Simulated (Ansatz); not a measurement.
Compare A (`CBSCC`) with its isomer B (`CBCSC`).

Program: Ansatz. Geometries: PBE0-D4/def2-TZVP. ΔE: electronic, gas phase. CCSD(T)/CBS adds triple-zeta CCSD(T) − MP2 to the extrapolated MP2 energy (def2 sets, frozen cores). DFT in def2-TZVPP. B3LYP here is the variant with VWN-RPA as its local correlation; programs differ in this. One conformer a species, not always the lowest.

**Question.** Which is lower in electronic energy at CCSD(T)/CBS, and by how much? (Best estimate.)

**Answer.** Ansatz gave: A, by 100.1 kJ/mol.

**Question.** Give E(B) − E(A) in kJ/mol with PBE0-D4, PBE-D4, HF/def2-TZVPP, r2SCAN-D4, ωB97M-V, B3LYP, CCSD(T)/def2-TZVPP. (Estimate.)

**Answer.** Ansatz gave: PBE0-D4 100.1, PBE-D4 101.5, HF/def2-TZVPP 95.9, r2SCAN-D4 101.6, ωB97M-V 96.0, B3LYP 100.1, CCSD(T)/def2-TZVPP 103.0. None reverses the order clearly.

Largest T1 diagnostic: 0.012.

In def2-TZVPP, CCSD(T) changes the Hartree–Fock value by +7.1 kJ/mol (the triples alone add +2.1 kJ/mol) and MP2 by +8.2 kJ/mol.
